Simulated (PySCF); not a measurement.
A PySCF script (with the pyscf-properties extension) for the NMR shieldings of `COBO[SiH3]`, CH₇BO₂Si, on a GFN2-xTB geometry:

```python
import basis_set_exchange as bse
import numpy as np
from pyscf import gto, dft
from pyscf.prop import nmr

atoms = """
C     2.286871   -0.122248    0.561127
O     0.900297    0.078308    0.468202
B     0.083307   -0.646806   -0.317845
O    -1.220707   -0.377003   -0.319625
Si   -2.374040    0.589196    0.277021
H     2.613645   -0.969429   -0.048311
H     2.544216   -0.307727    1.606684
H     2.798021    0.783197    0.224412
H     0.484037   -1.523081   -1.006164
H    -2.151836    0.910707    1.687863
H    -2.388780    1.810129   -0.530877
H    -3.573834   -0.225927    0.092132
"""
names = dict.fromkeys(["C", "O", "B", "Si", "H"], "pcSseg-1")
basis = {el: gto.basis.parse(bse.get_basis(n, elements=[el], fmt="nwchem")) for el, n in names.items()}
mol = gto.M(atom=atoms, basis=basis, charge=0, verbose=0)
mf = dft.RKS(mol, xc="PBE0")
mf.grids.level = 2
mf.grids.alignment = dft.numint.BLKSIZE   # the property module wants whole blocks of grid points
mf.conv_tol = 1e-9
mf.kernel()

calc = nmr.RKS(mf)   # GIAO
C = mf.mo_coeff
Co = C[:, mf.mo_occ > 0]
resp = mf.gen_response(singlet=True, hermi=2)
def vind(x):   # induced exchange potential for any number of trial vectors
    d = np.einsum("pi,xij,qj->xpq", C, 2 * x.reshape(-1, C.shape[1], Co.shape[1]), Co, optimize=True)
    return np.einsum("xpq,pi,qj->xij", resp(d - d.transpose(0, 2, 1)), C, Co, optimize=True).ravel()
mo1, _ = nmr.rhf.solve_mo1(calc, with_cphf=vind)
sigma = calc.kernel(mo1)
for i, s in enumerate(sigma):   # ppm
    w = np.linalg.eigvalsh((s + s.T) / 2)
    print("%2d %-2s iso %8.1f  s11 %8.1f  s22 %8.1f  s33 %8.1f" % (i, mol.atom_pure_symbol(i), w.mean(), *w))
```

Problem. What are the results?

Solution. 
```
 0 C  iso    130.2  s11    102.6  s22    104.5  s33    183.3
 1 O  iso    204.5  s11      9.0  s22    274.2  s33    330.2
 2 B  iso     77.2  s11     65.7  s22     79.6  s33     86.3
 3 O  iso    239.9  s11    151.2  s22    222.2  s33    346.3
 4 Si iso    396.1  s11    358.7  s22    368.1  s33    461.6
 5 H  iso     27.6  s11     24.6  s22     26.1  s33     32.2
 6 H  iso     27.7  s11     23.7  s22     25.8  s33     33.6
 7 H  iso     27.7  s11     23.7  s22     25.8  s33     33.6
 8 H  iso     27.6  s11     25.0  s22     27.5  s33     30.1
 9 H  iso     26.5  s11     23.3  s22     25.5  s33     30.7
10 H  iso     26.6  s11     23.5  s22     25.0  s33     31.4
11 H  iso     26.7  s11     23.2  s22     25.3  s33     31.7
```

These numbers come from an equivalent density-fitted implementation of the same equations, which agrees with the script to about 0.01 ppm for H and up to a few tenths of a ppm for heavy atoms, so last digits may differ.

Size and cost of the density-fitted run: 127 basis functions, 9.3 s wall time on 1 thread of an AMD EPYC 9R45 96-Core, shared host; peak memory 0.61 GiB.
